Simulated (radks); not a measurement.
Problem. The lead ion Pb7+, 75 electrons, occupied as [Xe] 4f14 5d7 (the NIST ground configuration). Calculated with a radial shooting solver on a logarithmic mesh with Libxc functionals: scalar-relativistic Kohn-Sham, LDA (Slater exchange, Perdew-Wang correlation), spin-polarised, spherical densities, finite nucleus; open shells are filled with parallel spins first (spin-orbit coupling, left out, can overturn this in heavy ions); Fermi nuclear charge, rms radius 5.5012 fm. Some entries of the table are withheld. Estimate them.

orbital  occ.  eigenvalue (eV)  <1/r> (bohr^-1)
1s up       1        -88107.12            101.2
1s down     1        -88107.11            101.2
2s up       1        -15845.78            23.77
2s down     1        -15845.42            23.77
2p up       3        -13618.41            20.90
2p down     3        -13618.10            20.90
3s up       1        -3880.418            8.810
3s down     1        -3880.223            8.810
3p up       3        -3241.405            7.976
3p down     3        -3241.200            7.976
3d up       5        -2586.868            7.488
3d down     5        -2586.584            7.488
4s up       1        -955.6360            3.799
4s down     1        -955.2602            3.798
4p up       3        -745.9698            3.415
4p down     3        -745.5911            3.415
4d up       5        -502.7461            3.071
4d down     5        -502.3029            3.072
5s up       1              (1)            1.617
5s down     1              (2)            1.623
4f up       7        -233.9330            2.680
4f down     7        -233.3864            2.683
5p up       3        -183.6054              (3)
5p down     3        -181.2885              (4)
5d up       5        -114.6123            1.116
5d down     2        -112.1650            1.115

Solution. 
(1) 5s up eigenvalue (eV): -243.2691
(2) 5s down eigenvalue (eV): -241.2431
(3) 5p up <1/r> (bohr^-1): 1.401
(4) 5p down <1/r> (bohr^-1): 1.405
